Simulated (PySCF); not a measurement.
Screening by computed properties: pick the candidate that meets the target.

All species are isolated and taken at one optimised geometry, non-relativistic unless stated. Electronic properties by PySCF.

The conformers computed, where there is a choice (atom-mapped SMILES and torsion angles):
- `[CH3:1][S:2][CH2:3][C:4]#[C:5][SiH2:6][Cl:7]`: C1–S2–C3–C4 -62°
- `[CH2:1]=[C:2]1[C:3]([F:4])=[C:5]1[CH2:6][Cl:7]`: C3–C5–C6–Cl7 -2°
- `[O:1]=[S:2](=[O:3])([OH:4])[C:5]([F:6])([F:7])[F:8]`: O1–S2–C5–F6 -56°, H–O4–S2–O1 11°
- `[CH3:1][N:2]([CH3:3])[C:4](=[S:5])[CH:6]([Cl:7])[Cl:8]`: C1–N2–C4–S5 -177°, N2–C4–C6–Cl7 65°
- `[CH3:1][CH2:2][O:3][C:4]([F:5])([F:6])[O:7][CH3:8]`: C1–C2–O3–C4 93°, C2–O3–C4–F5 61°, O3–C4–O7–C8 -54°
- `[CH3:1][CH2:2][CH2:3][SiH2:4][SiH2:5][C:6]#[N:7]`: C1–C2–C3–Si4 180°, C2–C3–Si4–Si5 180°, C3–Si4–Si5–C6 -56°
- `[CH2:1]=[C:2]1[CH:3]=[CH:4][C:5]([C:6]([F:7])([F:8])[F:9])=[CH:10]1`: C4–C5–C6–F7 60°
- `[CH2:1]=[CH:2]/[CH:3]=[CH:4]\[N:5]([SiH3:6])[SiH3:7]`: C1–C2–C3–C4 175°, C3–C4–N5–Si6 143°
- `[SiH3:1][CH2:2][CH2:3][C:4]([Cl:5])=[C:6]=[S:7]`: Si1–C2–C3–C4 179°, C2–C3–C4–Cl5 -69°

Task: Wanted: electronic spatial extent ⟨r²⟩ about the centre of nuclear charge between 1700 bohr² and 2000 bohr² (CAM-B3LYP/def2-SVPD) and smallest rotational constant below 0.9 GHz (GFN2-xTB), at GFN2-xTB geometries. Which candidate meets both?
A. `CCOC(F)(F)OC`
B. `C=C(Cl)C#CCF`
C. `C=C1C(F)=C1CCl`
D. `CN(C)C(=S)C(Cl)Cl`
E. `CCC[SiH2][SiH2]C#N`
F. `O=S(=O)(O)C(F)(F)F`
G. `Cl[SiH2]C#CCSC`

Result: E. Computed values:
```csv
species,electronic spatial extent ⟨r²⟩ about the centre of nuclear charge,smallest rotational constant
O=S(=O)(O)C(F)(F)F,855 bohr²,1.547 GHz
CCOC(F)(F)OC,1004 bohr²,1.328 GHz
C=C1C(F)=C1CCl,1116 bohr²,0.944 GHz
C=C(Cl)C#CCF,1377 bohr²,0.733 GHz
CN(C)C(=S)C(Cl)Cl,1605 bohr²,0.826 GHz
CCC[SiH2][SiH2]C#N,1847 bohr²,0.622 GHz
Cl[SiH2]C#CCSC,2166 bohr²,0.485 GHz
```

Task: Wanted: HOMO energy between -11 eV and -8.5 eV (CAM-B3LYP/def2-SVPD) and lowest triplet excitation (Tamm–Dancoff) below 6 eV (TDA CAM-B3LYP/def2-SVPD), at GFN2-xTB geometries. Which candidate meets both?
A. `C=C(Cl)C#CCF`
B. `C=C1C(F)=C1CCl`
C. `C=C/C=C\N([SiH3])[SiH3]`
D. `CSCC#C[SiH2]Cl`
E. `CCOC(F)(F)OC`
F. `O=S(=O)(O)C(F)(F)F`
G. `C=C1C=CC(C(F)(F)F)=C1`

Result: A. Computed values:
| species | HOMO energy | lowest triplet excitation (Tamm–Dancoff) |
| --- | --- | --- |
| O=S(=O)(O)C(F)(F)F | -11.61 eV | 8.11 eV |
| CCOC(F)(F)OC | -10.31 eV | 8.52 eV |
| C=C(Cl)C#CCF | -8.61 eV | 3.39 eV |
| C=C1C=CC(C(F)(F)F)=C1 | -8.38 eV | 2.42 eV |
| CSCC#C[SiH2]Cl | -8.02 eV | 4.56 eV |
| C=C1C(F)=C1CCl | -7.72 eV | 3.88 eV |
| C=C/C=C\N([SiH3])[SiH3] | -7.17 eV | 2.96 eV |

Task: Wanted: lowest singlet excitation between 3 eV and 5.2 eV (TDDFT CAM-B3LYP/def2-SVPD) and dipole moment below 0.9 D (CAM-B3LYP/def2-SVPD), at GFN2-xTB geometries. Which candidate meets both?
A. `O=S(=O)(O)C(F)(F)F`
B. `FC(F)(OC)OCC`
C. `C1(=C)C(=C1CCl)F`
D. `CSCC#C[SiH2]Cl`
E. `C=C/C=C\N([SiH3])[SiH3]`
F. `[SiH3]CCC(Cl)=C=S`
G. `C=C1C=CC(C(F)(F)F)=C1`

Result: E. Computed values:
| species | lowest singlet excitation | dipole moment |
| --- | --- | --- |
| [SiH3]CCC(Cl)=C=S | 1.87 eV | 1.30 D |
| C=C1C=CC(C(F)(F)F)=C1 | 3.64 eV | 3.86 D |
| C=C/C=C\N([SiH3])[SiH3] | 4.93 eV | 0.75 D |
| CSCC#C[SiH2]Cl | 5.12 eV | 0.98 D |
| C1(=C)C(=C1CCl)F | 5.30 eV | 1.76 D |
| O=S(=O)(O)C(F)(F)F | 8.53 eV | 2.76 D |
| FC(F)(OC)OCC | 8.67 eV | 2.51 D |

Task: Wanted: static isotropic polarisability below 50 au (CAM-B3LYP/def2-SVPD) and HOMO–LUMO gap above 8 eV (CAM-B3LYP/def2-SVPD), at GFN2-xTB geometries. Which candidate meets both?
A. `C=C/C=C\N([SiH3])[SiH3]`
B. `CN(C)C(=S)C(Cl)Cl`
C. `C=C1C=CC(C(F)(F)F)=C1`
D. `O=S(=O)(O)C(F)(F)F`
E. `CSCC#C[SiH2]Cl`
F. `O(C(F)(F)OCC)C`

Result: D. Computed values:
```csv
species,static isotropic polarisability,HOMO–LUMO gap
O=S(=O)(O)C(F)(F)F,46.3 au,11.77 eV
O(C(F)(F)OCC)C,60.4 au,11.60 eV
C=C1C=CC(C(F)(F)F)=C1,84.9 au,6.88 eV
CSCC#C[SiH2]Cl,108.0 au,8.36 eV
CN(C)C(=S)C(Cl)Cl,109.5 au,7.01 eV
C=C/C=C\N([SiH3])[SiH3],115.8 au,7.47 eV
```
